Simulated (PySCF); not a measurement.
Molfile (atoms numbered from 1):
```
C2H8F3NSi2
     RDKit          3D

 16 15  0  0  0  0  0  0  0  0999 V2000
    1.6082   -1.2791    0.5208 C   0  0  0  0  0  0  0  0  0  0  0  0
    0.6268   -0.2492    0.2125 N   0  0  0  0  0  0  0  0  0  0  0  0
    1.2343    1.2851   -0.4199 Si  0  0  0  0  0  4  0  0  0  0  0  0
   -0.9931   -0.8055    0.2330 Si  0  0  0  0  0  4  0  0  0  0  0  0
   -2.1459    0.6561   -0.2797 C   0  0  0  0  0  0  0  0  0  0  0  0
   -2.1708    1.6782    0.5979 F   0  0  0  0  0  0  0  0  0  0  0  0
   -3.4234    0.2323   -0.3794 F   0  0  0  0  0  0  0  0  0  0  0  0
   -1.8483    1.2019   -1.4777 F   0  0  0  0  0  0  0  0  0  0  0  0
    1.2003   -1.9816    1.2445 H   0  0  0  0  0  0  0  0  0  0  0  0
    1.8881   -1.8388   -0.3737 H   0  0  0  0  0  0  0  0  0  0  0  0
    2.5060   -0.8309    0.9402 H   0  0  0  0  0  0  0  0  0  0  0  0
    0.3463    2.3330    0.0592 H   0  0  0  0  0  0  0  0  0  0  0  0
    1.3092    1.2206   -1.8817 H   0  0  0  0  0  0  0  0  0  0  0  0
    2.5743    1.4104    0.1581 H   0  0  0  0  0  0  0  0  0  0  0  0
   -1.4219   -1.1722    1.5839 H   0  0  0  0  0  0  0  0  0  0  0  0
   -1.2975   -1.8513   -0.7493 H   0  0  0  0  0  0  0  0  0  0  0  0
  1  2  1  0
  2  3  1  0
  2  4  1  0
  4  5  1  0
  5  6  1  0
  5  7  1  0
  5  8  1  0
  1  9  1  0
  1 10  1  0
  1 11  1  0
  3 12  1  0
  3 13  1  0
  3 14  1  0
  4 15  1  0
  4 16  1  0
M  END
```

Computed data (PySCF 2.14): PBE0/pcSseg-1 with gauge-including orbitals, geometry from GFN2-xTB. One conformer, no solvent, relativity neglected, one averaged value for each set of equivalent atoms.

Referencing at the same level of theory: TMS for ¹³C and ¹H and ²⁹Si; ¹⁵N against NH3; CFCl3 for ¹⁹F.

```
      atoms  nucleus  count  Hirshfeld charge  δ (ppm)
    H15/H16       ¹H      2             -0.07        ?
         N2      ¹⁵N      1             -0.27    -11.2
        Si3     ²⁹Si      1              0.34    -36.2
        Si4     ²⁹Si      1              0.35    -40.8
         C1      ¹³C      1             -0.06     37.2
H12/H13/H14       ¹H      3             -0.08        ?
         C5      ¹³C      1              0.17    138.4
 H9/H10/H11       ¹H      3              0.04     2.80
   F6/F7/F8      ¹⁹F      3             -0.10        ?
```

Fill in the missing shifts.

Results:


- H12/H13/H14: 4.83 ppm, hydrogen on a silicon bonded to N
- H15/H16: 4.77 ppm, hydrogen on a silicon bonded to C, N
- F6/F7/F8: -74.6 ppm, fluorine of a CF3 group

Shifts are as computed. Against solution values, carbons near 30 ppm lie about +3 ppm off and those near 130 ppm about +5 ppm. Of 1309 compounds with measured shifts, 239 miss one by over three times the rms of a fit or turn the order of signals round; such compounds aren't used in these exercises. Unscaled 19F shifts against computed CFCl3 carry errors that often reach 10 to 50 ppm. Experimental scales use liquid or dissolved standards, which lie at an offset from isolated NH3 (liquid NH3: subtract about 20 ppm).
